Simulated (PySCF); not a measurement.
Ge(F)3(SeH) (F₃GeHSe), SMILES [F][Ge]([F])([F])[SeH].

Geometry optimised at B3LYP-D3(BJ)/def2-SVP. The structure was generated by enumeration, and PubChem lists no compound with its InChIKey, so it may never have been made. The values are those of a single conformer.

All values below come from TDA-PBE/def2-SVPD (PySCF).

Vertical excitations. Gas-phase values at a fixed geometry. State labels are in the subgroup Cs.

Computed UV-visible absorptions:
```
state  symmetry  energy (eV)  λ (nm)      f                            main pairs
-----  --------  -----------  ------  -----  ------------------------------------
S1           A"         4.34     285  0.010                       HOMO→LUMO 100 %
S2           A"         5.55     223  0.012                      HOMO→LUMO+1 99 %
S3           A"         6.61     188  0.004                     HOMO→LUMO+2 100 %
S4           A'         6.72     185  0.060    HOMO−1→LUMO 55 %, HOMO→LUMO+3 43 %
S5           A"         6.93     179  0.000                      HOMO−2→LUMO 99 %
S6           A"         7.17     173  0.003                      HOMO−3→LUMO 95 %
S7           A'         7.17     173  0.002                      HOMO−4→LUMO 97 %
S8           A"         7.25     171  0.013                      HOMO→LUMO+4 97 %
S9           A'         7.53     165  0.117  HOMO−1→LUMO+1 67 %, HOMO−5→LUMO 16 %
S10          A'         7.59     163  0.036                      HOMO−5→LUMO 77 %
T1           A"         3.87     320      0                       HOMO→LUMO 100 %
T2           A"         5.08     244      0                     HOMO→LUMO+1 100 %
T3           A'         5.72     217      0                      HOMO−1→LUMO 97 %
T4           A"         6.45     192      0                     HOMO→LUMO+2 100 %
```
Triplets are in the Tamm–Dancoff approximation.
